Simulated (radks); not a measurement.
Question: Valence configurations of the lutetium ion Lu2+ (all share [Xe]). Calculated with a radial shooting solver on a logarithmic mesh with Libxc functionals: scalar-relativistic Kohn-Sham, PBE, spin-polarised, spherical densities, finite nucleus; open shells are filled with parallel spins first (spin-orbit coupling, left out, can overturn this in heavy ions); Fermi nuclear charge, rms radius 5.37 fm. Order these by energy: 4f12 5d1 6s1 6p1; 4f14 6s1; 4f13.5 6s0.5 6p1; 4f14 6s0.5 6p0.5; 4f13 5d1 6s1; 4f14 6p1; 4f11 5d1 6s1 6p2; 4f13 6s1 6p1; 4f13.5 5d1 6s0.5; 4f13 6s2.

Answer: From the lowest, in eV above it: 4f14 6s1 0.000; 4f14 6s0.5 6p0.5 2.695; 4f14 6p1 5.377; 4f13.5 5d1 6s0.5 5.785; 4f13.5 6s0.5 6p1 11.094; 4f13 5d1 6s1 12.280; 4f13 6s2 13.560; 4f13 6s1 6p1 18.744; 4f12 5d1 6s1 6p1 37.940; 4f11 5d1 6s1 6p2 74.165. NIST lists [Xe] 4f14 6s1 as the ground configuration; this level of theory agrees among the configurations tried. The energies are those of spherical high-spin densities, not of single terms.
